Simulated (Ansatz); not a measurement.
Isolated molecules relaxed with PBE0-D4/def2-TZVP in Ansatz; ΔE leaves out vibrations. CCSD(T)/CBS adds triple-zeta CCSD(T) − MP2 to the extrapolated MP2 energy (def2 sets, frozen cores). Functionals use def2-TZVPP. B3LYP here is the variant with VWN-RPA as its local correlation; programs differ in this. For Ga outer-core shells are correlated without core-valence functions, which leaves a few kJ/mol of doubt a bond. Scalar relativity is left out up to krypton. One conformer a species, not always the lowest.

Consider the substitution at a C–Ga bond: `S[SiH2][CH2][GaH2]` + `O[SiH3]` → `[SiH3]OC[SiH2]S` + `[GaH3]`.

| level | ΔE (kJ/mol) | difference from CCSD(T)/CBS |
| --- | --- | --- |
| revPBE-D4 | 105.4 | -16.2 |
| PBE-QIDH | 119.3 | -2.3 |
| r2SCAN | 114.0 | -7.6 |
| B3LYP | 105.5 | -16.1 |
| r2SCANh | 114.8 | -6.8 |
| r2SCAN0 | 115.9 | -5.7 |
| BHLYP | 105.2 | -16.4 |
| MP2/def2-SVP | 102.3 | -19.3 |
| MP2/def2-QZVPP | 129.0 | 7.4 |
| MP2/CBS(def2) | 131.8 | 10.2 |
| CCSD(T)/CBS | 121.6 | 0 |

Largest T1 diagnostic among the species: 0.013.

At CCSD(T), def2-SVP lies −30.6 kJ/mol from the extrapolated value and def2-TZVPP −6.0 kJ/mol. Leaving LDA and LC-ωPBE aside and taking each functional with its dispersion term where it has one, the values, not all of them listed here, spread over 19.3 kJ/mol, from BLYP-D4 to PBE-QIDH. LDA lies −3.9 kJ/mol from PBE without D4. In def2-TZVPP, CCSD(T) changes the Hartree–Fock value by +16.4 kJ/mol (the triples alone add +1.3 kJ/mol) and MP2 by +26.5 kJ/mol.

CCSD(T)/CBS has its own doubt, a few kJ/mol and more with outer-core shells, so smaller differences from it don't rank the levels.
